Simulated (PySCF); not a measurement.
PySCF input (BP86/6-31G* with LANL2DZ past Ar (5d)):

```python
from pyscf import gto, dft

mol = gto.M(
    atom='''
    Se   -0.00000000   -0.00000000   -1.69647800
    C     0.00000000    0.00000000    0.00000000
    Se    0.00000000    0.00000000    1.69647800
    ''',
    basis={'default': '6-31g*', 'Se': 'lanl2dz'},
    ecp={'Se': 'lanl2dz'},
    charge=0,
    spin=0,
    verbose=4,
)

mf = dft.RKS(mol, xc='bp86')
mf.grids.level = 3
mf.conv_tol = 1e-9
mf.max_cycle = 100
mf.max_memory = 1500
mf.kernel()
if not mf.converged:
    mf = mf.newton()
    mf.kernel(mf.make_rdm1())
mf.dip_moment()
```

Output:

```
PySCF version 2.14.0

[INPUT] verbose = 4
[INPUT] num. atoms = 3
[INPUT] num. electrons = 18
[INPUT] charge = 0
[INPUT] spin (= nelec alpha-beta = 2S) = 0
[INPUT] symmetry False subgroup None
[INPUT] Mole.unit = angstrom
[INPUT] Symbol           X                Y                Z      unit          X                Y                Z       unit  Magmom
[INPUT]  1 Se     0.000000000000   0.000000000000  -1.696478000000 AA    0.000000000000   0.000000000000  -3.205878796350 Bohr   0.0
[INPUT]  2 C      0.000000000000   0.000000000000   0.000000000000 AA    0.000000000000   0.000000000000   0.000000000000 Bohr   0.0
[INPUT]  3 Se     0.000000000000   0.000000000000   1.696478000000 AA    0.000000000000   0.000000000000   3.205878796350 Bohr   0.0

nuclear repulsion = 28.0734256399435
number of shells = 14
number of NR pGTOs = 51
number of NR cGTOs = 30
basis = {'default': '6-31g*', 'Se': 'lanl2dz'}
ecp = {'Se': 'lanl2dz'}

******** <class 'pyscf.dft.rks.RKS'> ********
method = RKS
initial guess = minao
damping factor = 0
level_shift factor = 0
DIIS = <class 'pyscf.scf.diis.CDIIS'>
diis_start_cycle = 1
diis_space = 8
diis_damp = 0
SCF conv_tol = 1e-09
SCF conv_tol_grad = None
SCF max_cycles = 100
direct_scf = True
direct_scf_tol = 1e-13
XC library pyscf.dft.libxc version 7.1.2
    S. Lehtola, C. Steigemann, M. J. T. Oliveira, and M. A. L. Marques,  SoftwareX 7, 1–5 (2018)
XC functionals = bp86
    A. D. Becke,  Phys. Rev. A 38, 3098 (1988)
    J. P. Perdew,  Phys. Rev. B 33, 8822 (1986)
    J. P. Perdew,  Phys. Rev. B 34, 7406–7406 (1986)
radial grids:
    Treutler-Ahlrichs [JCP 102, 346 (1995); DOI:10.1063/1.469408] (M4) radial grids

becke partition: Becke, JCP 88, 2547 (1988); DOI:10.1063/1.454033
pruning grids: <function nwchem_prune>
grids dens level: 3
symmetrized grids: False
atomic radii adjust function: <function treutler_atomic_radii_adjust>
small_rho_cutoff = 0
Set gradient conv threshold to 3.16228e-05
Initial guess from minao.
tot grids = 54968
init E= -27.2213311358726
  HOMO = 0.00175251681107984  LUMO = 0.0701680532225504  gap/eV = 1.86168
cycle= 1 E= -55.9686024202198  delta_E= -28.7  |g|= 1.29  |ddm|= 4.98
  HOMO = -0.347422487547544  LUMO = 0.037439450919269  gap/eV = 10.47263
cycle= 2 E= -54.746372209468  delta_E= 1.22  |g|= 1.99  |ddm|=  3.5
  HOMO = -0.282774280609753  LUMO = -0.167054263275048  gap/eV = 3.14890
cycle= 3 E= -56.4961240887194  delta_E= -1.75  |g|= 0.602  |ddm|= 2.59
  HOMO = -0.229133289257392  LUMO = -0.103882961324495  gap/eV = 3.40824
cycle= 4 E= -56.5921491428097  delta_E= -0.096  |g|= 0.152  |ddm|= 0.618
  HOMO = -0.236676530466527  LUMO = -0.107801203261004  gap/eV = 3.50688
cycle= 5 E= -56.5986926800524  delta_E= -0.00654  |g|= 0.0383  |ddm|= 0.119
  HOMO = -0.235648531373338  LUMO = -0.105414832672289  gap/eV = 3.54384
cycle= 6 E= -56.5990708608683  delta_E= -0.000378  |g|= 0.00779  |ddm|= 0.0203
  HOMO = -0.235696241338028  LUMO = -0.105137929708372  gap/eV = 3.55267
cycle= 7 E= -56.5990897323919  delta_E= -1.89e-05  |g|= 0.000411  |ddm|= 0.00773
  HOMO = -0.235728853288418  LUMO = -0.105187209234653  gap/eV = 3.55222
cycle= 8 E= -56.5990897884009  delta_E= -5.6e-08  |g|= 4.13e-05  |ddm|= 0.000625
  HOMO = -0.235727488824347  LUMO = -0.105183575564893  gap/eV = 3.55228
cycle= 9 E= -56.5990897889409  delta_E= -5.4e-10  |g|= 3.68e-06  |ddm|= 3.9e-05
  HOMO = -0.235727511576876  LUMO = -0.105184364629343  gap/eV = 3.55226
Extra cycle  E= -56.5990897888962  delta_E= 4.47e-11  |g|= 1.3e-05  |ddm|= 1.21e-05
converged SCF energy = -56.5990897888962
Dipole moment(X, Y, Z, Debye):  0.00000, -0.00000,  0.00000
```

The geometry given is a B3LYP-D3(BJ)/def2-TZVP minimum.
